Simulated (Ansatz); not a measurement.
Input for Ansatz (development build ahead of 0.2.0):

```yaml
crystal:
  periodic: [false, false, false]
  atoms:
    - { symbol: H, position_ang: [0.46885, 0.08437, -0.01967] }
    - { symbol: H, position_ang: [-0.31439, 0.40876, 0.06518] }
    - { symbol: H, position_ang: [-0.31921, -0.44765, 0.09919] }
basis:
  gaussian: { orbitals: aug-cc-pVDZ }
total_charge: 1
hamiltonian:
  xc: hf
correlation:
  method: mp2
  frozen_orbitals: { H: 0 }
```

The input is written out in the form of the current development build from the run's settings.

Output:

* Converged: yes
* Reference energy: -1.29162 hartree
* Correlation energy: -0.02959 hartree
* Total energy: -1.32121 hartree
* Spin squared of the determinant: 0.000

Caution: bonds are stretched, where a single reference can fail; stretched shape with no unrestricted run beside it, a lower state can exist.
